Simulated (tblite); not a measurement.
Parent: `[CH3:1][c:2]1[c:3]([F:4])[cH:5][n:6][n:7]1[SiH3:8]`, C4H7FN2Si.

Structures optimised with GFN2-xTB, isolated species. One conformer each, not checked by frequencies here.

```csv
coordinate of the parent,value
C1–C2,1.483 Å
C2–C3,1.376 Å
C3–F4,1.344 Å
C3–C5,1.404 Å
C5–N6,1.312 Å
N6–N7,1.346 Å
N7–Si8,1.759 Å
C2–N7,1.359 Å
C1–C2–C3,130.9°
C1–C2–N7,123.3°
C3–C2–N7,105.7°
C2–C3–F4,126.5°
C2–C3–C5,106.4°
F4–C3–C5,127.1°
C3–C5–N6,109.4°
C5–N6–N7,107.3°
N6–N7–Si8,118.2°
C2–N7–N6,111.1°
C2–N7–Si8,130.7°
```

Task: How does the shared frame change in `[F:1][c:2]1[cH:3][n:4][n:5]([SiH3:6])[cH:7]1`, C3H5FN2Si? Atoms pair as C2 = C7, C3 = C2, F4 = F1, C5 = C3, N6 = N4, N7 = N5, Si8 = Si6 (parent first).

Result: 
```json
{"parent": "C2–C3", "relative": "C7–C2", "value in the relative": "1.371 Å", "change": "-0.005"}
{"parent": "C3–F4", "relative": "C2–F1", "value in the relative": "1.340 Å", "change": "-0.004"}
{"parent": "C3–C5", "relative": "C2–C3", "value in the relative": "1.405 Å", "change": "+0.001"}
{"parent": "C5–N6", "relative": "C3–N4", "value in the relative": "1.313 Å", "change": "+0.001"}
{"parent": "N6–N7", "relative": "N4–N5", "value in the relative": "1.340 Å", "change": "-0.006"}
{"parent": "N7–Si8", "relative": "N5–Si6", "value in the relative": "1.763 Å", "change": "+0.004"}
{"parent": "C2–N7", "relative": "C7–N5", "value in the relative": "1.354 Å", "change": "-0.005"}
{"parent": "C3–C2–N7", "relative": "C2–C7–N5", "value in the relative": "106.4°", "change": "+0.7"}
{"parent": "C2–C3–F4", "relative": "C7–C2–F1", "value in the relative": "127.2°", "change": "+0.7"}
{"parent": "C2–C3–C5", "relative": "C7–C2–C3", "value in the relative": "105.9°", "change": "-0.5"}
{"parent": "F4–C3–C5", "relative": "F1–C2–C3", "value in the relative": "126.9°", "change": "-0.2"}
{"parent": "C3–C5–N6", "relative": "C2–C3–N4", "value in the relative": "109.4°", "change": "0.0"}
{"parent": "C5–N6–N7", "relative": "C3–N4–N5", "value in the relative": "107.4°", "change": "+0.1"}
{"parent": "N6–N7–Si8", "relative": "N4–N5–Si6", "value in the relative": "117.3°", "change": "-0.9"}
{"parent": "C2–N7–N6", "relative": "C7–N5–N4", "value in the relative": "110.9°", "change": "-0.2"}
{"parent": "C2–N7–Si8", "relative": "C7–N5–Si6", "value in the relative": "131.8°", "change": "+1.1"}
```

Of the parent's bonds, C2–C3, N6–N7 and C2–N7 change most and about equally (-0.006 to -0.005 Å).

Task: How does the shared frame change in `[CH3:1][SiH2:2][c:3]1[c:4]([F:5])[cH:6][n:7][n:8]1[SiH3:9]` with C1–Si2–C3–C4 -100°, C4H9FN2Si2? Atoms pair as C2 = C3, C3 = C4, F4 = F5, C5 = C6, N6 = N7, N7 = N8, Si8 = Si9 (parent first).

Result: 
| parent | relative | value in the relative | change |
| --- | --- | --- | --- |
| C2–C3 | C3–C4 | 1.380 Å | +0.004 |
| C3–F4 | C4–F5 | 1.343 Å | -0.001 |
| C3–C5 | C4–C6 | 1.401 Å | -0.003 |
| C5–N6 | C6–N7 | 1.314 Å | +0.002 |
| N6–N7 | N7–N8 | 1.342 Å | -0.004 |
| N7–Si8 | N8–Si9 | 1.759 Å | 0.000 |
| C2–N7 | C3–N8 | 1.362 Å | +0.003 |
| C3–C2–N7 | C4–C3–N8 | 104.8° | -0.9 |
| C2–C3–F4 | C3–C4–F5 | 126.2° | -0.3 |
| C2–C3–C5 | C3–C4–C6 | 107.1° | +0.7 |
| F4–C3–C5 | F5–C4–C6 | 126.7° | -0.4 |
| C3–C5–N6 | C4–C6–N7 | 109.0° | -0.4 |
| C5–N6–N7 | C6–N7–N8 | 107.4° | +0.1 |
| N6–N7–Si8 | N7–N8–Si9 | 116.4° | -1.8 |
| C2–N7–N6 | C3–N8–N7 | 111.6° | +0.5 |
| C2–N7–Si8 | C3–N8–Si9 | 131.9° | +1.2 |

Of the parent's bonds, C2–C3, C3–C5, N6–N7 and C2–N7 change most and about equally (-0.004 to +0.004 Å). Bonds of the relative outside the shared frame: C1–Si2 1.899, Si2–C3 1.875 Å. Point group Cs → C1.

These are computed values.
